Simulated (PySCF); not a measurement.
A ladder of Hamiltonians for Tc³⁷⁺ (technetium, charge +37)

Occupied: 1s1/2, 2s1/2, 2p1/2. Hartree-Fock calculated with PySCF 2.14 in an even-tempered Gaussian basis (16 s from 5.3 bohr⁻², ratio 2.7; 12 p from 6.4 bohr⁻², ratio 2.7), Gaussian nucleus throughout. NR is non-relativistic, sf-X2C the spin-free one-electron X2C Hamiltonian, X2C adds the bare one-electron spin-orbit term, X2C-SNSO screens it by Boettger's factors, DC is four-component Dirac-Coulomb, and the Gaunt and Breit terms are added at first order (total energies over the DC spinors, levels after relaxing the spinors in that mean field). QED terms are absent. Levels marked empty are virtual spinors of this ion.

```csv
Hamiltonian,E (hartree)
X2C,-2706.6965
X2C-SNSO,-2706.3518
DC,-2707.0687
DC+Gaunt,-2705.2552
DC+Breit,-2705.3490
```

| level (eV) | X2C | X2C-SNSO | DC | DC+Gaunt | DC+Breit |
| --- | --- | --- | --- | --- | --- |
| 1s1/2 | -24032.2 | -24032.7 | -24044.5 | -24007.9 | -24009.1 |
| 2s1/2 | -5496.6 | -5496.8 | -5498.2 | -5494.7 | -5495.0 |
| 2p1/2 | -5378.3 | -5373.7 | -5374.7 | -5367.5 | -5368.4 |
| 2p3/2 (empty) | -5054.8 | -5057.0 | -5057.1 | -5053.5 | -5054.3 |
| 3s1/2 (empty) | -2256.6 | -2256.7 | -2257.0 | -2256.0 | -2256.2 |

Problem. How large are the two-electron picture-change error of X2C and the Breit correction in the total energy?

Solution. X2C-1e lies 0.3722 hartree above Dirac-Coulomb; Gaunt adds 1.8135 and the full Breit term 1.7197 hartree.

Weight of the small component: 1s1/2 0.0248, 2s1/2 0.00564, 2p1/2 0.00561, 2p3/2 0.00536, 3s1/2 0.00228.

Koopmans' value for the highest occupied level at DC+Breit: 5368.4 eV, against an ionisation energy of 5361 ± 6 eV (semi-empirical (NIST evaluation); NIST Atomic Spectra Database, ionization energies); the former lacks relaxation, correlation, QED and recoil.

The whole ladder took 51 s of wall time on 1 thread of Neoverse-V1 (shared host), launched as `OMP_NUM_THREADS=1 python relrun2.py TASK.json OUT` (a driver that calls PySCF for each Hamiltonian).
